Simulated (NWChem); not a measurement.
C4H3I; SMILES C#CC(I)=C

def2 effective core potentials on I; no spin-orbit coupling.

Problem. Give the equilibrium geometry at PBE0/def2-SVP with def2 effective core potentials on I (NWChem) as an XYZ file, with the point group.

Solution. point group Cs; any orientation.
```
8

C      1.2890     2.8727     0.0000
C      0.4102     2.0351     0.0000
C     -0.6005     1.0426     0.0000
C     -1.9176     1.2831     0.0000
I      0.1160    -0.9545     0.0000
H      2.0640     3.6172     0.0000
H     -2.2751     2.3168     0.0000
H     -2.6533     0.4771     0.0000
```
